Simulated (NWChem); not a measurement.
# C₂H₃BO₂; SMILES C#CB(O)O

```xyz
8

B      0.0000     0.0000    -0.5207
C      0.0000     0.0000     1.0310
C      0.0000     0.0000     2.2478
H      0.0000     0.0000     3.3235
O      0.0000     1.1580    -1.2253
H      0.0000     1.9323    -0.6561
O      0.0000    -1.1580    -1.2253
H      0.0000    -1.9323    -0.6561
```
Atoms are numbered in this order, from 1.

Program: NWChem. Pople sets run with spherical d functions. Geometry: optimised at PBE0/def2-SVP. Vzz is the largest principal value of the second derivative of the potential at the nucleus (NWChem prints the opposite sign); η is the asymmetry. Non-relativistic.

```
level          Vzz B1 (a.u.)  η B1  Vzz O7 (a.u.)  η O7
-------------  -------------  ----  -------------  ----
B3LYP/cc-pVTZ          0.317  0.11          1.269  0.18
B3LYP/6-31G*             ___   ___          1.278   ___
PBE/def2-TZVP          0.286  0.12          1.224  0.17
PBE/def2-SVP           0.255  0.08          1.265  0.19
```

Fill in the missing entries.


- B3LYP/6-31G*, Vzz B1 (a.u.): 0.279
- B3LYP/6-31G*, η B1: 0.04
- B3LYP/6-31G*, η O7: 0.24
